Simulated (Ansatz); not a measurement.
| atom | x (Å) | y (Å) | z (Å) |
| --- | --- | --- | --- |
| N | 0.0000 | 0.0000 | -0.6580 |
| O | 0.0000 | 0.0000 | 0.5758 |

Basis set: cc-pVDZ (spherical functions). Left uncorrelated: 2 orbitals. Charge 0, multiplicity 2.

Computed with Ansatz (development build ahead of 0.2.0); each method stands on the lowest determinant of its kind that the runs found.

The atomization energy at this shape (free ground-state atoms in the same class of orbitals less the molecule, no zero-point energy) of doublet NO:

```tsv
method	atomization energy
UHF	1.69 eV
```

(1) What does UHF-MP2 give?

Answers

(1) 4.79 eV. Caution: the shape is not the minimum; the unrestricted determinant is spin contaminated.
